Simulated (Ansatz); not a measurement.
[closo-1-(I)B7H6]2- (B7H6I²⁻) was relaxed with B3LYP-D4 (def2-SVPD) in Ansatz in these states: charge -1 doublet, charge -2 singlet. The geometries follow in no particular order.

In the def2 sets I takes a core potential; there is no spin–orbit coupling. A multiply charged anion in the gas phase is held together partly by the finite basis.

A:

```tsv
atom	x (Å)	y (Å)	z (Å)
B1	-1.166	-0.788	-0.208
B2	-0.751	0.590	-1.054
B3	0.556	-0.554	-0.629
B4	1.085	0.221	0.892
B5	0.641	1.213	-0.375
B6	-0.677	0.675	0.767
B7	-0.031	-1.016	0.995
H8	-2.114	-1.510	-0.441
H9	-1.343	1.046	-2.011
I10	1.860	-1.855	-2.106
H11	2.062	0.361	1.600
H12	1.237	2.202	-0.750
H13	-1.350	1.346	1.529
H14	-0.009	-1.932	1.791
```

B:

```xyz
14

B    -0.966    0.228   -1.040
B    -0.466    1.361    0.009
B     0.815    0.229   -0.633
B     0.807   -0.959    0.652
B     0.530    0.652    1.123
B    -1.020   -0.198    0.700
B    -0.292   -1.222   -0.620
H    -1.628    0.293   -2.042
H    -0.634    2.551    0.045
I     2.517    0.741   -1.990
H     1.484   -1.776    1.204
H     1.120    0.958    2.121
H    -1.924   -0.488    1.437
H    -0.342   -2.369   -0.966
```

Q: Judge from the bond lengths which geometry belongs to which state (an estimate).

A: A is the charge -2 singlet (B4–B6 1.824 Å, B3–I10 2.361 Å, B1–B2 1.669 Å); B is the charge -1 doublet (B4–B6 1.980 Å, B3–I10 2.237 Å, B1–B2 1.624 Å).

At B3LYP-D4/def2-SVPD the highest occupied level of the charge -2 singlet lies above zero (up to 1.91 eV). By energy differences it is unbound by 0.41 eV (vertical, against the charge -1 doublet, at BLYP-D4/def2-TZVPD) and held by the finite basis.
